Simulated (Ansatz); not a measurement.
Cost and result for the atomization energy of CH$_{9}$AlBNSi (`BC[SiH2][NH][AlH2]`) (14 atoms, 13 bonds).

```xyz
14

B     2.100   -1.638    0.552
C     0.671   -1.148    0.803
Si    0.104   -0.090   -0.664
N    -1.456    0.593   -0.384
Al   -1.927    2.307   -0.243
H     3.041   -0.994    0.920
H     2.306   -2.640   -0.074
H     0.561   -0.483    1.665
H    -0.077   -1.948    0.841
H     0.103   -0.950   -1.879
H     1.034    1.050   -0.871
H    -2.205   -0.084   -0.307
H    -0.794    3.403   -0.345
H    -3.462    2.621   -0.014
```

Charge 0, multiplicity 1. The structure was optimised at the PBE0-D4/def2-TZVP level. It is one conformer, not always the lowest. Program: Ansatz. All runs use 4 threads of an Arm Neoverse V1 on a shared host. Times are those of one run each, without the atoms' runs, and a repeat can differ threefold. Electronic energies, without spin–orbit coupling; frozen cores. CCSD(T)/CBS adds CCSD(T) − MP2 in def2-TZVPP to the MP2 limit, and its time is that of the two runs behind it. T1 = 0.012. B3LYP takes the VWN-RPA correlation (the form of Gaussian; ORCA's B3LYP/G).

CCSD(T)/CBS is a level of theory with its own doubt, some kJ/mol a heavy atom from the limit and from the frozen cores, so smaller differences don't rank the functionals.

```tsv
level	functions	wall time	atomization (kJ/mol)	difference from CCSD(T)/CBS	per bond
PBE-D4/def2-TZVPP (with forces)	303	3.6 s	4713.1	8.8	0.7
PBE0-D4/def2-TZVPP	303	4.2 s	4680.6	-23.7	-1.8
r2SCAN-D4/def2-TZVPP (with forces)	303	6.5 s	4712.1	7.8	0.6
B3LYP-D4/def2-TZVPP (with forces)	303	7 s	4720.5	16.2	1.2
B2PLYP/def2-TZVPP	303	7.5 s	4660.4	-43.9	-3.4
ωB97X-V/def2-TZVPP	303	11 s	4734.3	30.0	2.3
ωB97M-V/def2-TZVPP (with forces)	303	16 s	4728.6	24.3	1.9
MP2/def2-QZVPP	581	31 s	4684.5	-19.8	-1.5
CCSD(T)/def2-TZVPP	303	13 min	4587.8	-116.5	-9.0
CCSD(T)/CBS(def2)	–	13 min	4704.3	0.0	0.0
```

From PBE to PBE0 (25 % exact exchange), in def2-TZVPP and without D4, the atomization energy moves by −28.1 kJ/mol: exact exchange takes away binding that semilocal exchange gives to molecules. In def2-TZVPP, CCSD(T) changes the Hartree–Fock value by +1022.6 kJ/mol (the triples alone add +49.1 kJ/mol) and MP2 by +1049.3 kJ/mol; breaking electron pairs costs correlation energy, which Hartree–Fock lacks. The D4 term adds +47.4 kJ/mol with B3LYP and +25.1 kJ/mol with PBE0; it sums over pairs of atoms, weighted by their polarisabilities, and B3LYP, whose exchange is more repulsive, gets the larger term.
